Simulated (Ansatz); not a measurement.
Molecule: tetrachlorogermane, GeCl4, net charge 0, singlet state. 
Coordinates optimised at B3LYP-D3(BJ)/def2-TZVP (Ansatz, a quantum-chemistry and plane-wave program):
```xyz
5

Cl    -1.2365    -1.6405    -0.5769
Ge     0.0000     0.0000     0.0000
Cl     1.8419    -0.0856    -1.0738
Cl    -0.9976     1.8332    -0.4440
Cl     0.3922    -0.1071     2.0947
```
Charge 0, spin multiplicity 1.

Parts of the frozen-core correlation energy in def2-TZVPPD (Ansatz, hartree). Frozen orbitals: 34; correlated occupied orbitals by spin: 16 and 16; virtual: 208 and 208. No spin-orbit coupling. Non-relativistic.

```
term                             value
-------------------------  -----------
reference (HF)             -3913.60511
MP2 opposite-spin             -0.64083
MP2 same-spin                 -0.22248
CCSD correlation              -0.92303
(T)                           -0.04269
T1 diagnostic                    0.009
largest doubles amplitude        0.017
```
